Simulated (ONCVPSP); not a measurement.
# Before and after: ONCV potential for Ta

* Element: tantalum
* Generator: ONCVPSP 4.0.1
* Type: optimised norm-conserving Vanderbilt (ONCV)
* Functional: Wu-Cohen
* Relativity: scalar-relativistic
* Frozen core: [Kr] 4d10 4f14 5s2
* Valence charge: 11
* Reference configuration: 5p6 5d3 6s1 6p1
* Partial waves: 6s: rc 2.85 bohr, ncon 4, nbas 8, qcut 2.3 1/bohr, 2 projectors, debl 3.3 Ha; 5p+6p: rc 1.95 bohr, ncon 5, nbas 10, qcut 7.2 1/bohr, 2 projectors; 5d: rc 2.20 bohr, ncon 4, nbas 8, qcut 8 1/bohr, 2 projectors, debl 1.6 Ha
* Local potential: polynomial inside 1.90 bohr (lpopt 5, dvloc0 -1 Ha)
* Core correction: Teter function, fcfact 4.5, rcfact 1.5

Change: p: qcut 7.7.

Cutoffs: the cutoffs (Ha) at which the residual kinetic energy of the hardest occupied pseudo-wave falls to 1 and 0.1 mHa per electron; they do not see the model core or the augmentation charge, which bear on the density cutoff. Errors are all-electron minus pseudo energies relative to the spin-unpolarised reference configuration.

Q: How do hardness, ghosts and transferability respond?

A: The potential gets harder (15 Ha and 21 Ha → 18 Ha and 23 Ha); the errors of the 4 common tests hardly move; neither file shows a bound ghost. The waves are optimised to have the least kinetic energy above qcut, so the cutoff follows it (qcut²/2 in Ha).

```csv
quantity,base,changed
"cutoff, loose",15 Ha,18 Ha
"cutoff, tight",21 Ha,23 Ha
loose cutoff by channel,"s 3.1 Ha, p 15 Ha, d 14 Ha","s 3.1 Ha, p 18 Ha, d 14 Ha"
bound ghosts,none,none
GHOST(+) flags under 300 eV,s at 22.5 eV,s at 22.5 eV
"error for 5p6 5d3 6s2 6p0, meV [ΔE -4.26 eV]",-2.9,-2.8
"error for 5p6 5d3 6s1 6p0, meV [ΔE 4.26 eV]",-3.0,-3.0
"error for 5p6 5d3 6s0 6p0, meV [ΔE 19.23 eV]",-13,-13
"error for 5p6 5d2 6s2 6p1, meV [ΔE -1.21 eV]",-28,-28
s: phases at 2.89 bohr within 0.05 rad from the reference energy up to (Ha; the scan ends near 5),0.6,0.6
p: phases at 1.98 bohr within 0.05 rad from the reference energy up to (Ha; the scan ends near 5),to the end of the scan,to the end of the scan
d: phases at 2.23 bohr within 0.05 rad from the reference energy up to (Ha; the scan ends near 5),to the end of the scan,to the end of the scan
"rms error of d²Exc/dni dnj with the model core, mHa",0.43,0.42
```
